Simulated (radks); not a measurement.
Excited configurations of neutral rubidium: one electron is placed in a higher orbital outside [Kr]. The ground configuration is [Kr] 5s1. Method: non-relativistic Kohn-Sham, PBEsol, spin-polarised, spherical densities, point nucleus; open shells are filled with parallel spins first (spin-orbit coupling, left out, can overturn this in heavy ions); relativity is left out, which matters for an element this heavy; computed with a radial shooting solver on a logarithmic mesh with Libxc functionals. Excitation = E - E(ground); binding = E(ion) - E, where the ion is the core of charge +1; n* = 1/sqrt(2 binding) in atomic units, and the quantum defect is n - n*.

\begin{tabular}{lrrrrr}
outer orbital & excitation (eV) & binding (eV) & n* & quantum defect & eigenvalue (eV) \\ \hline
4f & 3.213 & 0.944 & 3.796 & 0.204 & -0.468 \\
5p & 1.468 & 2.689 & 2.249 & 2.751 & -1.467 \\
5d & 2.837 & 1.320 & 3.210 & 1.790 & -0.703 \\
5f & 3.505 & 0.652 & 4.568 & 0.432 & -0.390 \\
6p & 2.732 & 1.425 & 3.090 & 2.910 & -0.853 \\
6d & 3.311 & 0.847 & 4.009 & 1.991 & -0.518 \\
6f & 3.684 & 0.474 & 5.360 & 0.640 & -0.305 \\
7s & 3.065 & 1.092 & 3.529 & 3.471 & -0.707 \\
7p & 3.271 & 0.886 & 3.919 & 3.081 & -0.569 \\
7d & 3.572 & 0.585 & 4.821 & 2.179 & -0.382 \\
\end{tabular}

The Delta-SCF ionisation energy is 4.157 eV (NIST Atomic Spectra Database: 4.177 eV, measured). Self-interaction in the functional shifts the binding energies and quantum defects, so they are the method's values and not measured ones. Relativity is left out here, which matters for elements this heavy.
